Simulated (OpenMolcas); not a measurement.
**Se2+: effect of the IPEA shift**

| Quantity | Value |
| --- | --- |
| Program | OpenMolcas 26.06 |
| Basis | ANO-RCC-VTZP [6s5p3d1f] |
| Scalar Hamiltonian | DKH2, point nucleus |
| Active space | 2 electrons in 3 orbitals (4p) |
| State averaging | 2S+1 = 3 even, 3 roots; 2S+1 = 1 even, 6 roots |
| Spin-orbit coupling | RASSI with atomic mean-field integrals over the reference wave functions, term energies averaged over their components |

Methods on the same reference wave functions:
A. CASSCF
B. SS-CASPT2, IPEA 0 Eh, imaginary shift 0.1 Eh (closed shells correlated: 3d 4s)
C. SS-CASPT2, IPEA 0.25 Eh, imaginary shift 0.1 Eh (closed shells correlated: 3d 4s)

Energies in cm⁻¹ above 4s² 4p² ³P₀, the measured ground level; measured values from Moore, Atomic Energy Levels, vol. II, NSRDS-NBS 35 (1971 reprint of NBS Circular 467, 1952).

```csv
Level,A,B,C,Measured
4s² 4p² ³P₀,0.0,0.0,0.0,0.0
4s² 4p² ³P₁,1490,1548,1553,1741
4s² 4p² ³P₂,3606,3610,3610,3937
4s² 4p² ¹D₂,15447,13420,13080,13032
4s² 4p² ¹S₀,34196,29000,28690,
```

Deviations, from unrounded energies. A percentage is the sum of absolute deviations over the sum of measured energies, with the sign that they share, or ± where signs differ.

```
                        Against measurement  Levels      A     B     C
             mean absolute deviation (cm-1)       3   1000   300   190
      fine structure of the ground term (%)       2  -10.3  -9.1  -9.1
other terms of the ground configuration (%)       1  +18.5  +3.0  +0.3
```

C lies closest to measurement on these levels and A furthest from it. The largest miss of C in the table is 4s² 4p² ³P₂, by -330 cm-1. The ranking rests on the paired levels alone, and a cruder setting can come out closer through cancelling errors.

Between B and C the level of the table that moves most is 4s² 4p² ¹D₂, by 350 cm-1 (lowest in C, highest in B). Moves below CASPT2's spread within the term are not significant.

From A to B the spin-free energies of the other terms of 4s² 4p² shown, above ³P, scale by a factor of 0.83.

The lowest spin-free term lies below A's lowest term by 0.113 hartree in B, 0.107 hartree in C.

CASPT2 does not keep the components of a term degenerate, so their means are used; among the terms shown or strongly mixed into the levels shown the widest spread is 100 cm-1 (4s² 4p² ¹D, C). With the s shell closed, the reference lacks s² → p² mixing. Computed and measured levels are paired by configuration, term and J; levels that our copy of the source lacks, or whose pairing is in doubt (as where it misses far off the trend of its configuration), stay unpaired and out of the deviations. Levels of configurations outside the active space are missing.
